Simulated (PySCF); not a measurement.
Structure with atom numbers: `[F:1][P:2]([F:3])[P:4]([SiH3:5])[SiH3:6]`. Hydrogens are named by the atom that carries them.

[PySCF: shielding tensors at B97-2/pcSseg-2 (GIAO); geometry from PBE0-D3(BJ)/def2-TZVP; one averaged value for each set of equivalent atoms; one computed conformer; isolated molecule; relativity neglected]

δ = σ(ref) − σ, references computed at the same level: TMS for 1H (31.64 ppm), 29Si (348.46 ppm); 19F (175.98 ppm) vs CFCl3; 31P (317.21 ppm) vs H3PO4.

```
        atoms  nucleus  count  δ (ppm)
H(Si5)/H(Si6)       1H      6        ?
           P4      31P      1   -218.2
        F1/F3      19F      2    -80.4
      Si5/Si6     29Si      2        ?
           P2      31P      1    309.0
```

Task: Estimate the values marked ?.

Result: 
- H(Si5)/H(Si6): 4.17 ppm, hydrogen on a silicon bonded to P
- Si5/Si6: -77.6 ppm, silicon bonded to P, 3 H

Unscaled 19F shifts against computed CFCl3 carry errors that often reach 10 to 50 ppm. Experimental scales use liquid or dissolved standards, which lie at an offset from isolated H3PO4.
